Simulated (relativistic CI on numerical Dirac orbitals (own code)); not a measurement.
Pm⁴⁺ (4f3) in a crystal field

Calculated by Dirac-Coulomb-Breit CI, orbitals from a KLI potential per configuration, model QED (radiative potential, 1s self-energy scaled to tabulated hydrogen-like ionisation energies), valence Slater integrals scaled by 0.75, one configuration in a parametric crystal field (own radial code).

Field parameters in Wybourne normalisation; cubic f-shell fields have B⁴₄ = √(5/14) B⁴₀ and B⁶₄ = −√(7/2) B⁶₀. The field is a parameter set, without covalency.

S and J are read from ⟨S²⟩ = S(S + 1) and ⟨J²⟩ = J(J + 1) of each level; they are not fictitious spins.

D3h, B20 = 360, B40 = 60, B60 = 220, B66 = 980 cm⁻¹, the lowest 16 levels:

```
E (cm⁻¹)  Degeneracy     S     J
     0.0           2  1.47  4.51
    39.8           2  1.47  4.50
     214           2  1.47  4.51
     253           2  1.47  4.51
     337           2  1.47  4.51
    2554           2  1.49  5.50
    2563           2  1.49  5.50
    2577           2  1.49  5.50
    2619           2  1.49  5.51
    2639           2  1.49  5.50
    2651           2  1.49  5.50
    5036           2  1.49  6.50
    5037           2  1.49  6.50
    5051           2  1.49  6.50
    5078           2  1.49  6.50
    5165           2  1.49  6.50
```

Principal g values of the ground doublet: 0.28, 2.81, 2.81.

C2v, B20 = -590, B22 = 480, B40 = 160, B42 = 780, B44 = -190, B60 = 650, B62 = 40, B64 = 560, B66 = -70 cm⁻¹, the lowest 10 levels:

| E (cm⁻¹) | Degeneracy | S | J |
| --- | --- | --- | --- |
| 0.0 | 2 | 1.47 | 4.50 |
| 111 | 2 | 1.47 | 4.50 |
| 214 | 2 | 1.47 | 4.50 |
| 317 | 2 | 1.47 | 4.50 |
| 325 | 2 | 1.47 | 4.50 |
| 2516 | 2 | 1.49 | 5.50 |
| 2551 | 2 | 1.49 | 5.50 |
| 2597 | 2 | 1.49 | 5.50 |
| 2637 | 2 | 1.49 | 5.50 |
| 2708 | 2 | 1.49 | 5.50 |

Principal g values of the ground doublet: 1.06, 1.94, 4.00.

Oh, B40 = 1140, B60 = 700 cm⁻¹, the lowest 16 levels:

```tsv
E (cm⁻¹)	Degeneracy	Irrep	S	J
0.0	4	Γ8	1.47	4.52
407	2	Γ6	1.47	4.51
413	4	Γ8	1.47	4.51
2561	2	Γ7	1.49	5.51
2654	4	Γ8	1.49	5.50
2752	4	Γ8	1.49	5.51
2775	2	Γ6	1.49	5.50
5030	2	Γ7	1.49	6.49
5113	4	Γ8	1.49	6.50
5261	4	Γ8	1.49	6.50
5262	2	Γ6	1.49	6.50
5340	2	Γ7	1.49	6.50
7381	4	Γ8	1.48	7.48
7691	2	Γ6	1.48	7.49
7754	4	Γ8	1.48	7.49
7953	4	Γ8	1.48	7.49
```

The next free-ion level lies 2419 cm⁻¹ above the lowest; the field splits the ground level into components whose J stays near 9/2 as long as their spread is small against that gap.

Levels of this model without a field, named by their leading LS term (the scale mimics covalency, so terms lie below those of the real free ion): 4I°_9/2 0, 4I°_11/2 2419, 4I°_13/2 4922, 4I°_15/2 7454, 4F°_3/2 13213, 2H°_9/2 13214, 4F°_5/2 14591, 4S°_3/2 15581 cm⁻¹.
